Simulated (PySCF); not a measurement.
Co²⁺: excitation energy

Co²⁺ [Ar] 3d7 (4F) → Co²⁺ [Ar] 3d6 4p1 (high-spin determinant), as a difference of total energies. All numbers are calculated (PySCF 2.14, the spin-free X2C one-electron Hamiltonian (Gaussian nucleus), in ANO-RCC-VTZP). Correlated levels: valence: [Ar] frozen; valence and next inner shell: [Ne] frozen. The calculations carry no spin-orbit coupling.

```json
{"method": "UHF", "excitation energy (eV)": "11.004"}
{"method": "LDA", "excitation energy (eV)": "12.424"}
{"method": "PBE", "excitation energy (eV)": "12.374"}
{"method": "PBE0", "excitation energy (eV)": "12.283"}
{"method": "r2SCAN", "excitation energy (eV)": "12.269"}
{"method": "wB97X", "excitation energy (eV)": "12.805"}
{"method": "PBEsol", "excitation energy (eV)": "12.333"}
{"method": "BHandHLYP", "excitation energy (eV)": "12.274"}
{"method": "MP2 (valence)", "excitation energy (eV)": "12.559"}
{"method": "SCS-MP2 (valence)", "excitation energy (eV)": "12.763"}
{"method": "MP2 (valence and next inner shell)", "excitation energy (eV)": "12.735"}
{"method": "SCS-MP2 (valence and next inner shell)", "excitation energy (eV)": "12.738"}
```

Task: How much does correlation contribute at MP2 (valence and next inner shell)?

Result: 12.735 − (11.004) = 1.731 eV, measured against UHF.

A first-order spin-orbit estimate (lowest level to lowest level, LS coupling) adds 0.071 eV.

The basis was made for the ground configuration and has no added diffuse functions, so the excitation energy can come out too high.

The determinant of the upper state mixes LS terms, which raises its energy above the lowest term, most at the Hartree-Fock and MP2 levels.
